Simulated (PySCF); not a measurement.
Input for PySCF: R-B3LYP/3-21G on CH4 (SMILES C).

```python
from pyscf import gto, scf, dft, mp
from pyscf.data.elements import chemcore

mol = gto.M(
    atom='''
    C     0.02467954   -0.04913245   -0.08080792
    H     0.96421579    0.39517783    0.24492148
    H    -0.07877942   -1.04060640    0.35789737
    H    -0.80434320    0.57914786    0.24195607
    H     0.01840399   -0.12948199   -1.16684915
    ''',
    basis='3-21g',
    charge=0, spin=0, verbose=3, max_memory=1800)
mf = dft.RKS(mol, xc='b3lyp')
mf.conv_tol = 1e-8
mf.max_cycle = 100
mf.kernel()
if not mf.converged:
    mf = mf.newton().run(mf.mo_coeff, mf.mo_occ)
```

Program output:

```
converged SCF energy = -40.3015492307106
```

The calculation finished and met its thresholds.

Cost: around 0.20 core-seconds (rough).
